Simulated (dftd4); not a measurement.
H5O4Si (SMILES O[Si](O)(O)[OH2+]), charge +1, singlet, geometry from GFN2-xTB; dftd4 with D4 for pbe.

Here is a job for dftd4.
```
$ dftd4 mol.xyz --func pbe --charge 1 --json dftd4.json --noedisp --property

# file mol.xyz
10

O      0.42300775    -0.34215206     1.57256308
Si     0.20866731    -0.06562924     0.02728980
O      0.05846469    -1.24648912    -1.02696932
O      0.88574575     1.28293584    -0.46060890
O     -1.56857171     0.38716528    -0.10415051
H      0.19299341    -1.12049991     2.07780759
H      0.74771201    -1.73532224    -1.47075513
H      1.58940578     1.76807453    -0.03392037
H     -1.81823817     1.30180993     0.09082315
H     -2.02238704     0.05306761    -0.89268722
```

**Question.** Write the output that dftd4 gives for this input, abridged.

**Answer.** 
```
                    ____  _____ _____     ____  _  _
      -------------|  _ \|  ___|_   _|---|  _ \| || |------------
     |             | | | | |_    | | ___ | | | | || |_           |
     |             | |_| |  _|   | ||___|| |_| |__   _|          |
     |             |____/|_|     |_|     |____/   |_|            |
     |             ===================================           |
     |            E. Caldeweyher, S. Ehlert & S. Grimme          |
     |          Mulliken Center for Theoretical Chemistry        |
     |                    University of Bonn                     |
      -----------------------------------------------------------

Rational (Becke-Johnson) damping: pbe-D4-ATM
---------------------
  s6         1.0000
  s8         0.9595
  s9         1.0000
  a1         0.3857
  a2         4.8069
 alp        16.0000
--------------------

Atomic data, radii in Ångström:
------------------------------------------------------
   Z          R(cov)      r4/r2   hardness         EN
------------------------------------------------------
   8 O        0.8400     1.3725     0.5869     3.4400
  14 Si       1.3867     2.5839     0.3054     1.9000
   1 H        0.4267     1.0622     0.4726     2.2000
------------------------------------------------------

Atomic reference systems (in atomic units):
----------------------------------------------------------------------------
   Z        #      CN     q+Z       C6(AA)   #      CN     q+Z       C6(AA)
----------------------------------------------------------------------------
   8 O      1  0.0000  8.0000      15.5711   2  0.8042  7.6453      20.8489
            3  1.6112  7.4012      24.8631   4  0.9798  8.0000      14.9880
  14 Si     1  0.0000 14.0000     321.4498   2  0.8915 14.0165     270.4983
            3  1.8234 13.9936     236.2774   4  2.8003 13.9692     228.3542
            5  3.6668 13.9341     158.2713
   1 H      1  0.0000  1.0000       7.6362   2  0.8942  1.0000       3.0374
----------------------------------------------------------------------------

Atomic properties (in atomic units):
----------------------------------------------------------------------------
     #    Z              CN          q      C6(AA)        C8(AA)   alpha(0)
----------------------------------------------------------------------------
     1    8 O        1.5762    -0.3522     19.8463      400.5100     6.0230
     2   14 Si       3.0640     0.6446    182.5953    13060.4263    28.5076
     3    8 O        1.5763    -0.3648     20.0798      405.2205     6.0583
     4    8 O        1.5763    -0.3540     19.8796      401.1816     6.0280
     5    8 O        2.3553    -0.4349     21.3025      429.8970     6.2473
     6    1 H        0.8076     0.3801      0.5224        6.3147     1.1351
     7    1 H        0.8077     0.3806      0.5213        6.3021     1.1339
     8    1 H        0.8080     0.3811      0.5202        6.2884     1.1327
     9    1 H        0.8046     0.3580      0.5699        6.8886     1.1858
    10    1 H        0.8045     0.3615      0.5619        6.7926     1.1775
----------------------------------------------------------------------------

Molecular properties (in atomic units):
----------------------------------------
 molecular C6                1193.1733
 molecular C8               41598.0719
----------------------------------------

Dispersion energy:      -6.3193352334155E-03 Eh

[Info] JSON dump of results written to 'dftd4.json'
```
